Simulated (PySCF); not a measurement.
CH4AlBrO, SMILES [Al]([OH])([Br])[CH3].

Geometry optimised at TPSSh-D3(BJ)/def2-SVP. The structure was generated by enumeration; whether it is a known compound was not checked. Other conformers were not sampled.

Two levels are set side by side: PBE/def2-TZVP (PySCF) and CAM-B3LYP/def2-TZVP (PySCF). Same geometry, gas phase. Differences are taken from unrounded values.

```
quantity                       PBE
---------------------------  -----
orbital gap (eV)              5.80
highest occupied level (eV)  -7.03
lowest empty level (eV)      -1.23
dipole moment (D)             0.77
mean polarisability (bohr³)   61.9
```

### Question
These are the PBE values. What does CAM-B3LYP give? (An estimate is asked for; the answer gives what the named calculation found.)

### Answer

```tsv
quantity	CAM-B3LYP	PBE minus CAM-B3LYP
orbital gap (eV)	10.10	-4.31
highest occupied level (eV)	-9.67	2.64
lowest empty level (eV)	0.43	-1.67
dipole moment (D)	0.74	0.03
mean polarisability (bohr³)	58.2	3.8
```

PBE's occupied levels lie high since its potential decays too fast outside the molecule; exact exchange lowers them and widens the gap. PBE's more diffuse valence density responds more strongly to a field. Differences between two approximate levels are no errors against the true value.

Rough cost on one machine, each run with all the roots and properties that it gave: CAM-B3LYP against PBE within a factor of 2.
